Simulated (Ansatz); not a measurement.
Compare A (`B[CH]([SiH3])[GeH3]`) with its isomer B (`[BH2][GeH2][SiH2]C`).

Gas-phase electronic energies from Ansatz, PBE0-D4/def2-TZVP geometries. CCSD(T)/CBS is the MP2 limit (def2-TZVPP, def2-QZVPP) plus CCSD(T) − MP2 in def2-TZVPP, frozen cores. DFT in def2-TZVPP. B3LYP here is the variant with VWN-RPA as its local correlation; programs differ in this. For Ge outer-core shells are correlated without core-valence functions, which leaves a few kJ/mol of doubt a bond. Scalar relativity is left out up to krypton. Each species was taken in one conformer, which may not be the lowest.

(1) Which isomer does CCSD(T)/CBS put lower? Give the gap. (An estimate is asked.)

(2) Give E(B) − E(A) in kJ/mol with r2SCAN-D4, HF/def2-TZVPP, B2PLYP, B3LYP-D4, CCSD/def2-TZVPP, CCSD(T)/def2-TZVPP, PBE-D4. (An estimate is asked.)

Largest T1 diagnostic: 0.012.

Results:

(1) Ansatz gave: A, by 11.3 kJ/mol.

(2) Computed: r2SCAN-D4 3.7, HF/def2-TZVPP 11.0, B2PLYP 8.2, B3LYP-D4 5.1, CCSD/def2-TZVPP 12.2, CCSD(T)/def2-TZVPP 13.9, PBE-D4 -2.4. The order is the other way round with PBE-D4.

The D4 term adds +5.7 kJ/mol with B3LYP and +2.7 kJ/mol with PBE0; it sums over pairs of atoms, weighted by their polarisabilities, and B3LYP, whose exchange is more repulsive, gets the larger term. From PBE to PBE0 (25 % exact exchange), in def2-TZVPP and without D4, E(B) − E(A) moves by +5.3 kJ/mol.
